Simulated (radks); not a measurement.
Initial-state core-level shifts of the titanium ion Ti+ when its valence configuration changes from [Ar] 3d2 4s1. Calculated with a radial shooting solver on a logarithmic mesh with Libxc functionals: scalar-relativistic Kohn-Sham, r2SCAN, spin-polarised, spherical densities, finite nucleus; open shells are filled with parallel spins first; meta-GGA in the generalised Kohn-Sham scheme; Fermi nuclear charge, rms radius 3.5921 fm. Shifts are changes of the shell-averaged eigenvalues in eV (positive: less bound); the change of the density at the nucleus, which sets a Mossbauer isomer shift, is in e/bohr^3, on a base of 8534.

| valence | 2s | 2p | 3s | 3p | density at nucleus |
|---|---|---|---|---|---|
| 3d2 4p1 | -1.180 | -1.184 | -1.225 | -1.219 | -4.4559 |
| 3d2.5 4s0.5 | +2.912 | +2.883 | +2.534 | +2.412 | -2.9632 |
| 3d3 | +5.495 | +5.441 | +4.845 | +4.617 | -5.5464 |
| 3d1.5 4s1.5 | -3.429 | -3.400 | -2.931 | -2.802 | +2.9934 |
| 3d1 4s2 | -7.162 | -7.101 | -5.989 | -5.710 | +6.7843 |
| 3d1 4s1 4p1 | -8.108 | -8.045 | -6.914 | -6.615 | +2.2938 |
| 4s1 4p2 | -17.505 | -17.371 | -14.358 | -13.713 | +5.4744 |
| 3d1.5 4s1 4p0.5 | -3.878 | -3.848 | -3.371 | -3.229 | +1.0144 |
| 3d1.5 4s0.5 4p1 | -4.483 | -4.454 | -3.985 | -3.837 | -1.3642 |
